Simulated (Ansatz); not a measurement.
Reaction (redistribution): `[NH2][GaH][CH2][SiH3]` + `FC(S)=[Se]` → `[SiH3]C(S)=[Se]` + `[NH2][GaH][CH2]F`

Computed with Ansatz on PBE0-D4/def2-TZVP structures; ΔE is electronic, products minus reactants. CCSD(T)/CBS is the MP2 limit (def2-TZVPP, def2-QZVPP) plus CCSD(T) − MP2 in def2-TZVPP, frozen cores. DFT in def2-TZVPP. B3LYP here is the variant with VWN-RPA as its local correlation; programs differ in this. For Ga, Se outer-core shells are correlated without core-valence functions, which leaves a few kJ/mol of doubt a bond. Scalar relativity is left out up to krypton. Each species was taken in one conformer, which may not be the lowest.

```csv
level,ΔE (kJ/mol),difference from CCSD(T)/CBS
PBE0-D4,57.4,7.6
B3LYP-D4,49.4,-0.4
ωB97M-V,58.1,8.3
B2PLYP,51.1,1.3
PBE,57.1,7.3
r2SCAN,62.7,12.9
PBE0,57.5,7.7
B3LYP,49.7,-0.1
HF/def2-TZVPP,46.7,-3.1
MP2/def2-TZVPP,55.7,5.9
SCS-MP2/def2-TZVPP,50.2,0.4
CCSD/def2-TZVPP,50.4,0.6
CCSD(T)/def2-TZVPP,51.3,1.5
HF/def2-QZVPP,45.9,-3.9
HF/CBS(def2),45.8,-4.0
CCSD/CBS(def2),48.8,-1.0
CCSD(T)/CBS,49.8,0
```

Largest T1 diagnostic among the species: 0.016.

In def2-TZVPP, CCSD(T) changes the Hartree–Fock value by +4.7 kJ/mol (the triples alone add +0.9 kJ/mol) and MP2 by +9.0 kJ/mol.

CCSD(T)/CBS has its own doubt, a few kJ/mol and more with outer-core shells, so smaller differences from it don't rank the levels.
